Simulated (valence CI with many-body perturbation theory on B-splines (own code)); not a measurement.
# Questions on Pt³⁷⁺

Computed by configuration interaction combined with many-body perturbation theory (CI+MBPT): five valence electrons over a frozen Dirac-Fock core [Kr], radial functions for each j: 7 s, 7 p, 8 d, 6 f, 4 g, 1 h, with the one-electron correlation potential Σ1, the two-electron term Σ2, the three-electron term Σ3, Breit, model QED; selected CI, second order for the rest, scaled by the run's own slope (own B-spline code, finite nucleus).

The last digits are not significant, and no measured levels were compared; by estimate large intervals hold to a few tenths of a per cent, small ones and those within an open d or f shell to about a per cent. The list stops below the first excitations out of the core.

Levels are named by their leading jj configuration (3d3/2^4 stands for four electrons in 3d with j = 3/2), which in mixed levels can hold well under half, so a name can repeat and another be missing.

Rates and lifetimes use the calculated energies. Strong lines usually hold to 10 to 20 %, long lifetimes can be off by a factor of two.

Task: What is the ground level?

Result: (4d3/2^4 4d5/2) J=5/2, composition 26 % 4d5 4P + 23 % 4d5 2D + 16 % 4d5 2F, g = 1.320.

Task: What is the ionisation energy?

Result: 1681.2 eV; NIST lists 1680 ± 4 eV (theoretical).

Task: How well does LS coupling describe the low levels?

Result: Among the lowest 20 levels the leading LS term, summed over configurations, holds 48 % on average. For single configurations the figures are 48 % in LS and 96 % in jj coupling. Terms mix most in the J = 5/2 level at 0.000 eV, where the leading one holds 27 %.
